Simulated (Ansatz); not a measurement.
The first iterations of a band of BF$_{3}$H$_{2}$O (7 atoms, charge 0, multiplicity 1).

These are results of Ansatz 0.2.0, RKS PBE-D4/def2-SVP, not measurements.

```
movable images  : 5
climbing image  : yes
spring          : 5.0 eV/Å²
optimiser       : quadratic models (default)
start path      : through a guess of the saddle point
force threshold : 0.05 eV/Å
iteration limit : 60
end points      : relaxed
```

Image 0:

```xyz
7
Properties=species:S:1:pos:R:3
B 0.044 0.006 0.081
F -0.055 0.533 1.336
F 1.186 0.242 -0.593
F -1.110 -0.030 -0.647
O 0.172 -1.738 0.508
H -0.654 -2.122 0.148
H 0.060 -1.744 1.481
```

Image 6:

```xyz
7
Properties=species:S:1:pos:R:3
B 0.046 -0.447 -0.424
F -0.047 -0.006 2.140
F 1.162 0.250 -0.568
F -1.103 0.028 -0.906
O 0.115 -1.697 0.148
H -0.755 -2.138 0.132
H 0.223 -0.843 1.794
```

| iteration | highest image above the first end (eV) | largest band force component (eV/Å) |
| --- | --- | --- |
| 1 | 2.797 | 6.527 |
| 2 | 1.671 | 4.355 |
| 3 | 1.170 | 2.938 |

Problem. Does the band converge within its limit, and where does its top end?

Solution. The forces met the threshold. It ended after 11 iterations with the highest image 0.826 eV above the first end. A vibrational analysis at the climbing image gives one clearly imaginary mode, 744i cm⁻¹: a first-order saddle point. The orbitals stay closed-shell, which can raise the energy where a bond breaks towards radicals; this wasn't checked here.

Time of the run: 110 s on 1 thread of Arm Neoverse V1, with other jobs on the host, peak memory 0.14 GiB.
